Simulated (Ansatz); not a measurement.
Relaxation of CH3NZn (6 atoms, charge 0, multiplicity 1), to a largest force component of 0.015 eV/Å in at most 40 steps.

Theory: RKS revPBE-D4/def2-SVP in Ansatz.

```xyz
6
Properties=species:S:1:pos:R:3
N -0.761 -0.889 -0.711
C -0.159 0.209 -0.829
Zn -0.262 1.088 -2.663
H -0.726 -1.345 0.207
H 0.326 0.517 0.096
H -0.864 0.904 -4.088
```

Where does it end, and by what steps?

The run converged. After 8 steps the energy has fallen by 0.482 eV; H6 moved furthest, 0.43 Å.

```
step  energy less start (eV)  largest force component (eV/Å)  accepted
   0                  0.0000                           1.895       yes
   1                 -0.3670                           0.808       yes
   2                 -0.4516                           0.496       yes
   3                 -0.4698                           0.197       yes
   4                 -0.4745                           0.263       yes
   5                 -0.4764                           0.157       yes
   6                 -0.4816                           0.036       yes
   7                 -0.4818                           0.026       yes
   8                 -0.4818                           0.002       yes
```

```xyz
6
Properties=species:S:1:pos:R:3
N -0.807 -1.027 -0.598
C -0.234 0.102 -0.856
Zn -0.456 0.787 -2.696
H -0.639 -1.311 0.391
H 0.354 0.654 -0.070
H -0.663 1.278 -4.158
```

Time of the run: 42 s on 1 thread of AMD EPYC (Zen 3), with other jobs on the host, peak memory 0.15 GiB.
